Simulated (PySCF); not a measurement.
## Antimony: a sound run and one with changed settings

Sound run: Sb⁺ [Kr] 4d10 5s2 5p2, Sb²⁺ [Kr] 4d10 5s2 5p1. All numbers are calculated (PySCF 2.14, a scalar-relativistic core potential, in cc-pVTZ-PP with ECP28MDF (5s4p3d1f, 39 functions)). In the sound run the correlated levels freeze 4s2 4p6 4d10 outside the core potential. The sound run starts from symmetry-adapted Hartree-Fock orbitals and uses a fine grid where one is needed.

Changed run: a valence shell is frozen. This setting is unsound on purpose.

```
species   method  sound run (hartree)  changed run (hartree)  converged
    Sb⁺      MP2           -239.00739             -238.96624        yes
    Sb⁺  CCSD(T)           -239.02209             -238.96793        yes
```

Ionisation energy of Sb⁺:

```csv
method,sound run (eV),changed run (eV)
UHF,16.004,16.004
MP2,16.320,16.123
SCS-MP2,16.258,16.043
CCSD,16.356,16.169
CCSD(T),16.377,16.169
CCSDT,n/a,16.169
FCI,n/a,16.169
```

Freezing a valence shell removes pair correlation that changes on ionisation.

For comparison, NIST gives 16.626 ± 0.025 eV between the lowest levels.
